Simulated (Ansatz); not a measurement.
C2H5BCl2, SMILES `CC(Cl)BCl` at its PBE0-D4/def2-TZVP geometry, where that method's forces vanish. Charge 0, multiplicity 1.

```xyz
10

C     0.7045    1.0881   -0.0311
C    -0.4386    0.1351    0.1919
Cl   -1.5835    0.1490   -1.2314
B    -0.1857   -1.3972    0.0231
Cl   -1.0527   -2.5593    0.9961
H     0.3532    2.1160   -0.1391
H     1.2761    0.8174   -0.9200
H     1.3748    1.0458    0.8328
H    -1.0501    0.4069    1.0513
H     0.6020   -1.8017   -0.7736
```

Task: What forces (eV/Å) does r2SCAN-D4/def2-TZVPP give on these atoms in Ansatz? (An estimate is asked.)

Result: Ansatz gave: 
```
C1   0.079  0.091 -0.037
C2   0.112 -0.047  0.262
Cl3 -0.192  0.014 -0.238
B4   0.092 -0.001 -0.082
Cl5 -0.061 -0.076  0.067
H6   0.012 -0.011  0.005
H7  -0.011  0.002  0.016
H8  -0.013 -0.004 -0.008
H9  -0.001  0.011 -0.004
H10 -0.017  0.020  0.017
```
